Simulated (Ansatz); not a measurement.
Consider the atomization: `OB(O)[Se]C(F)(F)F` → B• + C• + 3 F• + 2 H• + 2 O• + Se•.

Computed with Ansatz on PBE0-D4/def2-TZVP structures; ΔE is electronic, products minus reactants. CBS: MP2 limit from def2 TZ/QZ plus the TZ coupled-cluster correction, frozen cores. This one scheme is used for every species, atoms too. DFT in def2-TZVPP. Open shells (•) are unrestricted, without spin–orbit coupling. Spin–orbit coupling would lower the free atoms: a little for B, C, F, O; clearly for Se. For Se outer-core shells are correlated without core-valence functions, so the limit isn't a true one: a few kJ/mol of doubt a bond, and 10 to 20 or more in all where bonds break to atoms. Scalar relativity is left out up to krypton. Each species was taken in one conformer, which may not be the lowest.

```json
{"level": "PBE-D4", "ΔE (kcal/mol)": "1023.7", "difference from CCSD(T)/CBS": "43.9"}
{"level": "PBE0-D4", "ΔE (kcal/mol)": "982.9", "difference from CCSD(T)/CBS": "3.1"}
{"level": "ωB97X-V", "ΔE (kcal/mol)": "981.9", "difference from CCSD(T)/CBS": "2.1"}
{"level": "B2PLYP", "ΔE (kcal/mol)": "966.4", "difference from CCSD(T)/CBS": "-13.4"}
{"level": "r2SCAN", "ΔE (kcal/mol)": "989.3", "difference from CCSD(T)/CBS": "9.5"}
{"level": "SCS-MP2/def2-TZVPP", "ΔE (kcal/mol)": "968.4", "difference from CCSD(T)/CBS": "-11.4"}
{"level": "CCSD(T)/def2-TZVPP", "ΔE (kcal/mol)": "949.0", "difference from CCSD(T)/CBS": "-30.8"}
{"level": "MP2/def2-QZVPP", "ΔE (kcal/mol)": "1014.8", "difference from CCSD(T)/CBS": "35.0"}
{"level": "SCS-MP2/def2-QZVPP", "ΔE (kcal/mol)": "987.7", "difference from CCSD(T)/CBS": "7.9"}
{"level": "CCSD/CBS(def2)", "ΔE (kcal/mol)": "956.5", "difference from CCSD(T)/CBS": "-23.3"}
{"level": "CCSD(T)/CBS", "ΔE (kcal/mol)": "979.8", "difference from CCSD(T)/CBS": "0"}
```

Largest T1 diagnostic among the species: 0.014.

The D4 term adds +9.8 kcal/mol with B3LYP and +5.1 kcal/mol with PBE0; it sums over pairs of atoms, weighted by their polarisabilities, and B3LYP, whose exchange is more repulsive, gets the larger term. In def2-TZVPP, CCSD(T) changes the Hartree–Fock value by +291.4 kcal/mol (the triples alone add +23.3 kcal/mol) and MP2 by +339.1 kcal/mol; breaking electron pairs costs correlation energy, which Hartree–Fock lacks.

B3LYP here is the variant with VWN-RPA as its local correlation; programs differ in this.

For atomizations the MP2-based limit and the directly extrapolated one differ by several kJ/mol either way, and by 10 to 25 for some Ge, Se and Sn compounds, so smaller differences from it don't rank the levels.
